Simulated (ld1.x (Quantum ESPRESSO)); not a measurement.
## Transferability test, TM potential for scandium

* Element: scandium (Sc)
* Generator: ld1.x (Quantum ESPRESSO) 7.5
* Type: norm-conserving Troullier–Martins (Kleinman–Bylander form)
* Functional: LDA (PZ)
* Relativity: fully relativistic
* Frozen core: [Ne] 3s2
* Valence charge: 9
* Reference configuration: 3p6 3d2 4s1 4p0
* Partial waves: 4s (bound): rc 2.45 bohr; 3p (bound): rc 1.70 bohr; 3d (bound): rc 2.55 bohr
* Local potential: all-electron potential smoothed inside 1.45 bohr (lloc = -1)
* Core correction: Bessel-smoothed model core inside 1.45 bohr

Open shells are filled in proportion to 2j + 1 (rel_dist='average').

Energies are relative to the spin-unpolarised reference configuration 3p6 3d2 4s1 4p0; without spin polarisation the order of configurations can differ from experiment. Not all tests gave a result: 1 of 7 tests not solved or not reliable. Left out of the table: 3p5 3d1 4s2 4p0 (solver errors, printed error -641 eV).

```tsv
valence configuration	charge	ΔE all-electron (eV)	error AE − PS (meV)
3p6 3d1 4s2 4p0	0	-1.622	+8.9
3p6 3d1 4s1 4p0	+1	5.445	+21
3p6 3d1 4s0 4p0	+2	18.406	+20
3p6 3d0 4s2 4p1	0	1.997	+349
3p6 3d2 4s0 4p0	+1	6.098	-2.0
```

**Question.** What are ΔE and the potential's error for 3p6 3d1 4s0 4p1?

**Answer.** ΔE = 8.948 eV all-electron; the error (AE − PS) is +142 meV.

Note: ghost state, extra bound levels that the all-electron valence spectrum of the same l lacks: s at -54.3 eV. A true bound ghost makes a file unfit for plane-wave use.
